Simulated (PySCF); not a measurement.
disilanyl(fluoro)silane (FH₇Si₃), SMILES [SiH2]([SiH2][SiH3])F.

Coordinates come from a B3LYP-D3(BJ)/def2-SVP optimisation. Other conformers were not sampled.

The numbers are results of TDA-PBE/def2-SVPD (PySCF), not measurements.

Vertical excitations. Isolated molecule, no solvent.

Give excitation energies, oscillator strengths and character. (Estimate from the structure and the level; the computed values follow.)


```csv
state,energy (eV),λ (nm),f,main pairs
S1,5.63,220,0.106,HOMO→LUMO 92 %
S2,6.12,203,0.009,"HOMO−1→LUMO 73 %, HOMO→LUMO+1 20 %"
S3,6.17,201,0.009,"HOMO→LUMO+1 75 %, HOMO−1→LUMO 19 %"
S4,6.50,191,0.003,HOMO−2→LUMO 93 %
S5,6.67,186,0.031,HOMO→LUMO+3 90 %
S6,6.71,185,0.094,HOMO→LUMO+2 72 %
S7,6.78,183,0.002,HOMO−3→LUMO 92 %
S8,6.85,181,0.008,"HOMO→LUMO+4 51 %, HOMO−1→LUMO+1 38 %"
S9,7.01,177,0.022,"HOMO−4→LUMO 75 %, HOMO→LUMO+5 18 %"
S10,7.07,175,0.019,"HOMO→LUMO+5 55 %, HOMO−1→LUMO+2 29 %"
T1,4.86,255,0,HOMO→LUMO 99 %
T2,5.61,221,0,HOMO→LUMO+1 97 %
T3,5.72,217,0,HOMO−1→LUMO 97 %
T4,5.90,210,0,HOMO→LUMO+2 97 %
```
Triplets are in the Tamm–Dancoff approximation.
